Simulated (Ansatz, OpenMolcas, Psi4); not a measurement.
# How basis sets differ on C4H14N2Si (SMILES CN(C)[SiH2]N(C)C)

C4H14N2Si: 21 atoms, total charge 0, spin state singlet. SMILES: `CN(C)[SiH2]N(C)C`. The coordinates come from a PBE0-D4/def2-TZVP relaxation. This is one conformer, not always the lowest.

Each level gives the HOMO–LUMO gap (eV). The values are calculated.

| level | kind | program | value (eV) | CPU time |
| --- | --- | --- | --- | --- |
| HF/ANO-RCC-MB (DKH2) | Hartree–Fock | OpenMolcas | 18.31 | 21 s |
| HF/STO-3G | Hartree–Fock | Ansatz | 20.38 | 7.5 s |
| HF/3-21G | Hartree–Fock | Ansatz | 14.85 | 13 s |
| HF/ANO-XS-VDZ (DKH2, RICD fitting) | Hartree–Fock | OpenMolcas | 14.56 | 4.6 s |
| HF/def2-SVP | Hartree–Fock | Ansatz | 13.95 | 63 s |
| HF/def2-SVP (density fitting) | Hartree–Fock | Psi4 | 13.95 | 3.6 s |

The values span 13.95 to 20.38 eV. A Hartree–Fock LUMO above zero doesn't converge with the basis: it sinks as sets grow more diffuse. Orbital gaps aren't excitation energies. Times are those of the runs behind each value, whatever else they computed, on shared processors of several kinds: orders of magnitude only.
